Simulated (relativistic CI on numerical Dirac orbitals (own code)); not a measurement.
## What each ingredient does to the levels of Nd14+

Base calculation: Dirac-Coulomb-Breit CI, separate exchange-only KLI orbitals for each configuration, model QED (radiative potential, 1s self-energy scaled to tabulated hydrogen-like ionisation energies), unscaled Slater integrals.

Configurations in the expansion (outside the closed core [Ar] 3d10): 4s²4p⁶4d¹⁰, 4s²4p⁶4d⁹4f, 4s²4p⁶4d⁹5s, 4s²4p⁵4d¹⁰4f, 4s²4p⁶4d⁹5p, 4s4p⁶4d¹⁰4f, 4s²4p⁶4d⁹5d, 4s²4p⁶4d⁹6s, 4s²4p⁵4d¹⁰5s. Double excitations out of closed p, d and f shells are left out; levels of such configurations are missing from the list, as are those of other unlisted configurations, and high levels can miss mixing partners.

Variants: (1) QED terms removed; (2) only the first 3 configurations. Shifts of the energy above 4s²4p⁶4d¹⁰ ¹S0, in cm⁻¹, for the lowest level and the first level of each name with at least 55 % of one term (blank where a level changes its place among those of its configuration and J or its character, or is not in the variant):

```csv
Level,Base,Δ(1),Δ(2)
4s²4p⁶4d¹⁰ ¹S0,0,0,0
4s²4p⁶4d⁹4f ³P°0,946414,-10,-2
4s²4p⁶4d⁹4f ³P°1,952353,-25,-3
4s²4p⁶4d⁹4f ³P°2,964442,-53,-4
4s²4p⁶4d⁹4f ³H°6,978321,-35,-8
4s²4p⁶4d⁹4f ³H°5,981655,-18,-8
4s²4p⁶4d⁹4f ³H°4,997251,-43,+44
4s²4p⁶4d⁹4f ³F°4,1000837,-40,+522
4s²4p⁶4d⁹5s ³D3,1005578,-1105,+363
4s²4p⁶4d⁹4f ³D°1,1008982,-60,-4
4s²4p⁶4d⁹5s ³D1,1040987,-1204,+375
4s²4p⁶4d⁹4f ³G°3,1041512,-113,+144
4s²4p⁶4d⁹4f ¹F°3,1059390,-98,+25
4s²4p⁶4d⁹5p ³P°2,1191989,-143,
```

At this charge energies of transitions that change n are usually good to better than 1 %, and those within a shell (Δn = 0) to a few per cent. Levels and lines within the n = 5 or 6 shells can be off by up to 10 % or somewhat more, and those that change n by about 2 %, since core polarisation is missing.

Ionisation energy from the two ground configurations alone: base 388.877 eV. The NIST ASD value (theoretical) is 389 eV.

LS names give the leading component of a level, which can be under half, so a name can repeat, a term be missing and a line seem to break the LS rules.
